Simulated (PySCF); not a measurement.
C$_{2}$H$_{3}$O$_{2}$ (SMILES [CH2]OC=O), doublet, at a GFN2-xTB geometry; PySCF with CCSD/STO-3G.

Input for PySCF:
```python
from pyscf import gto, scf, cc

mol = gto.Mole()
mol.atom = '''
    C    -0.879281    0.003510    0.015641
    O    -0.818830   -1.011327    0.656700
    O     0.170849    0.700151   -0.446594
    H    -1.802591    0.513737   -0.288524
    C     1.414846    0.280287   -0.206134
    H     1.577655   -0.618866    0.359629
    H     2.195402    0.891757   -0.608989
'''
mol.basis = 'sto-3g'
mol.charge = 0
mol.spin = 1
mol.verbose = 4
mol.build()

mf = scf.UHF(mol)
mf.kernel()

mycc = cc.CCSD(mf)
mycc.kernel()
print('E(CCSD) = %.10f' % mycc.e_tot)
mf.analyze()
```

What the program printed (banner, timings and long lists left out):

```
PySCF version 2.14.0

[INPUT] verbose = 4
[INPUT] num. atoms = 7
[INPUT] num. electrons = 31
[INPUT] charge = 0
[INPUT] spin (= nelec alpha-beta = 2S) = 1
[INPUT] symmetry False subgroup None
[INPUT] Mole.unit = angstrom
[INPUT] Symbol           X                Y                Z      unit          X                Y                Z       unit  Magmom
[...]
nuclear repulsion = 115.304377225215
number of shells = 15
number of NR pGTOs = 69
number of NR cGTOs = 23
basis = sto-3g
ecp = {}

******** <class 'pyscf.scf.uhf.UHF'> ********
method = UHF
initial guess = minao
damping factor = 0
level_shift factor = 0
DIIS = <class 'pyscf.scf.diis.CDIIS'>
diis_start_cycle = 1
diis_space = 8
diis_damp = 0
SCF conv_tol = 1e-09
SCF conv_tol_grad = None
SCF max_cycles = 50
direct_scf = True
direct_scf_tol = 1e-13
number electrons alpha = 16  beta = 15
Set gradient conv threshold to 3.16228e-05
init E= -225.030758911438

cycle= 1 E= -223.977755836518  delta_E= 1.05  |g|= 0.47  |ddm|= 2.54
cycle= 2 E= -224.094430309681  delta_E= -0.117  |g|= 0.326  |ddm|= 0.944
cycle= 3 E= -224.148819132253  delta_E= -0.0544  |g|= 0.0498  |ddm|= 0.375
cycle= 4 E= -224.152745567176  delta_E= -0.00393  |g|= 0.0296  |ddm|= 0.116
cycle= 5 E= -224.154130390586  delta_E= -0.00138  |g|= 0.0123  |ddm|= 0.0777
cycle= 6 E= -224.154532304905  delta_E= -0.000402  |g|= 0.00654  |ddm|= 0.0458
cycle= 7 E= -224.154671711203  delta_E= -0.000139  |g|= 0.00627  |ddm|= 0.0181
cycle= 8 E= -224.1547622215  delta_E= -9.05e-05  |g|= 0.00635  |ddm|= 0.0114
cycle= 9 E= -224.154022665417  delta_E= 0.00074  |g|= 0.00511  |ddm|= 0.104
cycle= 10 E= -224.152985921119  delta_E= 0.00104  |g|= 0.00722  |ddm|= 0.262
cycle= 11 E= -224.153083139744  delta_E= -9.72e-05  |g|= 0.00717  |ddm|= 0.0408
cycle= 12 E= -224.151221259951  delta_E= 0.00186  |g|= 0.0169  |ddm|= 0.358
cycle= 13 E= -224.154640207725  delta_E= -0.00342  |g|= 0.0079  |ddm|= 0.661
cycle= 14 E= -224.154578580998  delta_E= 6.16e-05  |g|= 0.00782  |ddm|= 0.00805
cycle= 15 E= -224.154726610278  delta_E= -0.000148  |g|= 0.00925  |ddm|= 0.0208
cycle= 16 E= -224.155360111289  delta_E= -0.000634  |g|= 0.012  |ddm|= 0.0796
cycle= 17 E= -224.153733247347  delta_E= 0.00163  |g|= 0.01  |ddm|= 0.224
cycle= 18 E= -224.153212905747  delta_E= 0.00052  |g|= 0.012  |ddm|= 0.116
cycle= 19 E= -224.153280426748  delta_E= -6.75e-05  |g|= 0.00863  |ddm|= 0.00996
cycle= 20 E= -224.15293224548  delta_E= 0.000348  |g|= 0.00981  |ddm|= 0.126
[...]
SCF not converged.
E(UCCSD) = -224.3825217592039  E_corr = -0.229534821520686
[...]
E(CCSD) = -224.3825217592
**** SCF Summaries ****
Total Energy =                        -224.152986937683238
Nuclear Repulsion Energy =             115.304377225215191
One-electron Energy =                 -536.861953471671313
Two-electron Energy =                  197.404589308772842
Two-electron Coulomb Energy =          225.532347741204518
DFT Exchange-Correlation Energy =      -28.127758432431676
**** MO energy ****
                             alpha | beta                alpha | beta
[...]
To work with the spin densities directly, `use mulliken_meta_spin()` only printing them here.

 ** Mulliken spin pop alpha/beta on meta-lowdin orthogonal AOs **
 ** Mulliken Spin Density (per AO)  **
spin_pop of  0 C 1s       -0.00001
spin_pop of  0 C 2s        0.01994
spin_pop of  0 C 2px       0.00798
spin_pop of  0 C 2py       0.06676
spin_pop of  0 C 2pz       0.14978
spin_pop of  1 O 1s        0.00000
spin_pop of  1 O 2s       -0.00482
spin_pop of  1 O 2px      -0.00370
spin_pop of  1 O 2py      -0.07109
spin_pop of  1 O 2pz      -0.15813
spin_pop of  2 O 1s       -0.00000
spin_pop of  2 O 2s        0.00504
spin_pop of  2 O 2px      -0.02869
spin_pop of  2 O 2py       0.02348
spin_pop of  2 O 2pz       0.08050
spin_pop of  3 H 1s       -0.01728
spin_pop of  4 C 1s       -0.00003
spin_pop of  4 C 2s        0.08335
spin_pop of  4 C 2px       0.03667
spin_pop of  4 C 2py       0.28817
spin_pop of  4 C 2pz       0.65054
spin_pop of  5 H 1s       -0.06340
spin_pop of  6 H 1s       -0.06505
 ** Mulliken Spin Density (per atom)  **
spin density of  0 C =      0.24445
spin density of  1 O =     -0.23774
spin density of  2 O =      0.08032
spin density of  3 H =     -0.01728
spin density of  4 C =      1.05871
spin density of  5 H =     -0.06340
spin density of  6 H =     -0.06505
 ** Mulliken pop alpha/beta on meta-lowdin orthogonal AOs **
 ** Mulliken pop       alpha | beta **
[...]
In total            16.00000 | 15.00000
 ** Mulliken atomic charges   ( Nelec_alpha | Nelec_beta ) **
charge of  0C =      0.20712  (     3.01866      2.77422 )
charge of  1O =     -0.17841  (     3.97034      4.20808 )
charge of  2O =     -0.14037  (     4.11034      4.03003 )
charge of  3H =      0.03343  (     0.47464      0.49193 )
charge of  4C =     -0.01474  (     3.53672      2.47801 )
charge of  5H =      0.04621  (     0.44520      0.50860 )
charge of  6H =      0.04677  (     0.44409      0.50914 )
Dipole moment(X, Y, Z, Debye):  0.25165,  0.66545, -0.42627
```

Convergence was not reached.
